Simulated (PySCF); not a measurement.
Point-charge models of `P[Si@@H]1CC[SiH2]N1` against its computed dipole.

Coordinates (PBE0-D3(BJ)/def2-SVP, Å) and charges (e) from the PBE0/pcSseg-1 density (PySCF):

```tsv
atom	x	y	z	Mulliken	IAO	Hirshfeld	ESP-fitted
P1	2.824	0.255	0.056	-0.2400	-0.1302	-0.0390	-0.3825
Si2	0.705	0.222	0.858	+0.7312	+0.8490	+0.3336	+0.5461
C3	-0.424	-1.159	0.217	-0.5335	-0.5356	-0.1580	-0.3031
C4	-1.863	-0.609	0.162	-0.5438	-0.5363	-0.1556	-0.1158
Si5	-1.769	1.198	-0.392	+0.7742	+0.8748	+0.3651	+0.4919
N6	-0.203	1.591	0.274	-0.8315	-0.9235	-0.3288	-0.6980
H7	2.460	-0.275	-1.220	+0.0501	-0.0050	-0.0099	+0.1127
H8	3.139	-1.024	0.613	+0.0525	-0.0033	-0.0096	+0.1049
H9	0.856	0.191	2.351	-0.0741	-0.1480	-0.0933	-0.1173
H10	-0.347	-2.081	0.816	+0.1539	+0.1480	+0.0393	+0.0800
H11	-0.074	-1.415	-0.798	+0.1524	+0.1433	+0.0365	+0.0811
H12	-2.312	-0.618	1.171	+0.1524	+0.1460	+0.0409	+0.0556
H13	-2.519	-1.222	-0.477	+0.1527	+0.1476	+0.0401	+0.0487
H14	-2.870	2.044	0.169	-0.1081	-0.1416	-0.0869	-0.1355
H15	-1.825	1.347	-1.884	-0.1085	-0.1545	-0.0934	-0.1215
H16	0.169	2.534	0.292	+0.2201	+0.2692	+0.1189	+0.3527
```

Task: What dipole does each set of charges give (1 e·Å = 4.803 D), and what does the density give?

Result: The full density gives (-0.93, -0.79, -0.09) D, 1.22 D in size; dipole vectors point from the negative to the positive end.

```csv
scheme,μx,μy,μz,size (D),share of the full size (%),angle to the full dipole (°)
Mulliken,-0.74,-0.25,0.17,0.80,66,27
IAO,-0.43,0.29,0.15,0.54,44,77
Hirshfeld,-0.02,0.20,0.03,0.20,16,126
ESP-fitted,-0.90,-0.76,-0.09,1.18,97,0
```

Task: Which set comes closest?

Result: Length of the difference vector: ESP-fitted 0.04 D, Mulliken 0.62 D, IAO 1.21 D, Hirshfeld 1.35 D. Closest: ESP-fitted. 

Task: What is left for the Hirshfeld atoms' own dipoles?

Result: The shares of the density sum to the whole, so what Σ q r misses lies in dipoles about the nuclei. The atomic dipoles sum to (-0.93, -0.79, -0.09) − (-0.02, 0.20, 0.03) = (-0.90, -0.99, -0.12) D, 1.35 D in size.

Task: With the origin at the mean of the coordinates, (-0.253, 0.061, 0.138) Å, which are the largest single terms, by size, of the Mulliken dipole along the direction of the full one?

Result: C4 -4.32, N6 +4.15, Si2 -3.11, P1 +2.83, C3 -2.34 D; all 16 atoms together +0.72 D. The single terms depend on the origin, their sum doesn't.

Task: Give the size of the full dipole in other units.

Result: 1.22 D = 0.480 au = 0.254 e·Å = 4.07 × 10⁻³⁰ C·m.

Geometry: PBE0-D3(BJ)/def2-SVP, one conformer, isolated molecule.
